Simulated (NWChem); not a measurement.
Molecule: GaHClF; SMILES [F][GaH][Cl]

Program: NWChem. All runs use the structure optimised with PBE0/def2-SVP. Ions are spin-unrestricted doublets at the neutral geometry; other ion states weren't tried.

```tsv
level	vertical ionisation energy, ΔSCF (eV)	−ε(HOMO) (eV)	ΔSCF minus −ε(HOMO) (eV)
B3LYP/aug-cc-pVDZ	11.87	9.12	2.75
r2SCAN/aug-cc-pVDZ	11.75	8.33	3.42
M06-2X/aug-cc-pVDZ	…	…	…
```

Q: Fill in the missing entries.

A: 
- M06-2X/aug-cc-pVDZ, vertical ionisation energy, ΔSCF (eV): 12.14
- M06-2X/aug-cc-pVDZ, −ε(HOMO) (eV): 10.70
- M06-2X/aug-cc-pVDZ, ΔSCF minus −ε(HOMO) (eV): 1.44
